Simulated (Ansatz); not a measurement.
Consider the formal exchange of groups at a Ge–Si bond: `N=C=C[SiH2][GeH3]` + `N=CF` → `N=[C](F)[GeH3]` + `N=C=C[SiH3]`.

Program: Ansatz. Geometries: PBE0-D4/def2-TZVP. ΔE: electronic, gas phase. CCSD(T)/CBS is the MP2 limit (def2-TZVPP, def2-QZVPP) plus CCSD(T) − MP2 in def2-TZVPP, frozen cores. This one scheme is used for every species. Functionals use def2-TZVPP. B3LYP here is the variant with VWN-RPA as its local correlation; programs differ in this. For Ge outer-core shells are correlated without core-valence functions, which leaves a few kJ/mol of doubt a bond. Scalar relativity is left out up to krypton. One conformer a species, not always the lowest.

| level | ΔE (kcal/mol) | difference from CCSD(T)/CBS |
| --- | --- | --- |
| PBE-D4 | 9.9 | 1.4 |
| r2SCAN-D4 | 9.0 | 0.5 |
| PBE0-D4 | 10.4 | 1.9 |
| B3LYP-D4 | 8.6 | 0.1 |
| ωB97X-V | 7.9 | -0.6 |
| ωB97M-V | 7.8 | -0.7 |
| B2PLYP | 7.9 | -0.6 |
| r2SCAN | 8.8 | 0.3 |
| PBE0 | 10.0 | 1.5 |
| HF/def2-TZVPP | 7.4 | -1.1 |
| MP2/def2-TZVPP | 8.0 | -0.5 |
| CCSD/def2-TZVPP | 8.3 | -0.2 |
| SCS-MP2/def2-QZVPP | 7.3 | -1.2 |
| HF/CBS(def2) | 7.3 | -1.2 |
| MP2/CBS(def2) | 8.3 | -0.2 |
| CCSD/CBS(def2) | 8.7 | 0.2 |
| CCSD(T)/CBS | 8.5 | 0 |

Largest T1 diagnostic among the species: 0.015.
